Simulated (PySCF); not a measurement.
CH9ClOSi3, SMILES C[Si@@H](Cl)[SiH2][SiH2]O.

Geometry optimised at PBE0-D3(BJ)/def2-SVP. The structure was generated by enumeration; whether it is a known compound was not checked. Other conformers were not sampled.

Computed with PySCF with SMD-PBE0/6-31G*.

Solvation free energies are E(SMD) − E(gas) at the gas-phase geometry, for 1 M in both phases. In vacuum the dipole moment is 0.92 D.

| solvent | ΔG(solv) (kcal/mol) | its non-electrostatic (CDS) part | dipole (D) |
|---|---|---|---|
| water | -2.8 | 5.1 | 1.27 |
| chlorobenzene | -4.9 | -1.2 | 1.28 |
| methanol | -7.5 | 0.1 | 1.26 |
